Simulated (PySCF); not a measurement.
Splitting trees

Atom-mapped SMILES (the numbers label the heavy atoms): `[CH3:1][CH2:2][O:3][C:4]([CH3:5])([CH3:6])[CH3:7]`. Hydrogens are named by the atom that carries them.

Computed data (PySCF 2.14): shielding tensors at PBE0/pcSseg-1 (GIAO), PBE0-D3(BJ)/def2-SVP geometry, J couplings at B3LYP/pcJ-1 (without the spin–dipole term). No solvent model, equivalent nuclei averaged, one conformer, relativity neglected.

References, each an isolated molecule treated in the same way: ¹H, ¹³C vs TMS.

Spectrometer: 400 MHz for ¹H. First-order analysis; couplings under 1 Hz (under 4 Hz in carbon signals) are ignored, and nearly equal couplings are merged; the smaller ones broaden or split the lines further.

Q: What pattern does H(C2) show (¹H)?

A: A quartet at δ 3.28: 7.7 Hz to H(C1) (3 × ¹H, 3 bonds away). Lines in Hz from the centre (relative intensity): +11.6 (1), +3.9 (3), -3.9 (3), -11.6 (1). The outer lines are 23.1 Hz apart, the sum of the couplings kept, or 0.058 ppm at this field.

Q: What pattern does C1 show in the proton-coupled ¹³C spectrum?

A: A quartet at δ 18.1: 133.1 Hz to H(C1) (3 × ¹H, 1 bond away). Lines in Hz from the centre (relative intensity): +199.7 (1), +66.5 (3), -66.5 (3), -199.7 (1). The outer lines are 399.3 Hz apart, the sum of the couplings kept, or 3.970 ppm at this field.

Q: What pattern does H(C1) show (¹H)?

A: A triplet at δ 1.20: 7.7 Hz to H(C2) (2 × ¹H, 3 bonds away). Lines in Hz from the centre (relative intensity): +7.7 (1), +0.0 (2), -7.7 (1). The outer lines are 15.4 Hz apart, the sum of the couplings kept, or 0.038 ppm at this field.

Unscaled 3J(H,H) at this level run about 9 % above measured values.
